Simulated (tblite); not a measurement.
Species: C₆H₁₃BO₂Si.
Structure used (GFN2-xTB), in Å, numbered top down from 1:
```xyz
23
C6H13BO2Si angstrom
B      0.7002    2.8701   -0.2792
Si     0.6058    1.2513    0.8121
O      1.0012    1.5879    2.3629
C      1.7810   -0.0591    0.1602
C      2.5334   -0.8921   -0.2794
C      3.4332   -1.9008   -0.7986
O     -0.8797    0.5662    0.9822
C     -1.7828    0.1359    0.0025
C     -1.3707   -1.2286   -0.5445
C     -3.1740    0.0835    0.6304
H      0.0896    2.9732   -1.2734
H      1.3925    3.7660    0.0060
H      0.7881    0.9592    3.0487
H      4.0175   -2.3326    0.0136
H      4.1140   -1.4562   -1.5246
H      2.8664   -2.6944   -1.2859
H     -1.7896    0.8615   -0.8255
H     -2.0721   -1.5546   -1.3077
H     -1.3550   -1.9566    0.2628
H     -0.3725   -1.1672   -0.9698
H     -3.1788   -0.6294    1.4512
H     -3.4413    1.0620    1.0210
H     -3.9111   -0.2181   -0.1091
```

Calculated harmonic vibrations of the isolated species, GFN2-xTB (tblite), most abundant isotopes, no scaling. Errors from tens to a few hundred cm⁻¹ against measured bands are possible. Modes of hydrogen on boron can be 10 to 20 % off. One conformer, not necessarily the lowest. The optimisation stopped once no atom felt more than 0.01 eV/Å.

Lowest wavenumbers of the output (negative numbers stand for imaginary wavenumbers):
```
mode    cm-1
  1     -36.3
  2      11.1
  3      49.0
  4      69.8
  5      86.9
  6      99.6
  7     120.6
  8     159.8
  9     171.0
 10     179.9
```

Problem. Is this structure a minimum?

Solution. Not by this Hessian. 1 mode is imaginary beyond 20i (36i cm⁻¹), so at this level the point lies at or near a first-order saddle. The curvature is small, so loose convergence or finite differences may be the whole cause.

Problem. Which atoms move in the imaginary mode?

Solution. 36i: H16 (methyl hydrogen) 33 %, H15 (methyl hydrogen) 33 %, H14 (methyl hydrogen) 33 %. These are shares of the mass-weighted motion.

Problem. What is the remedy?

Solution. Step along that mode in both directions, optimise again with tighter thresholds and repeat the frequencies. The zero-point energy of this point (111.4 kcal/mol) counts the 62 real modes alone, and thermal corrections from it aren't those of a minimum.
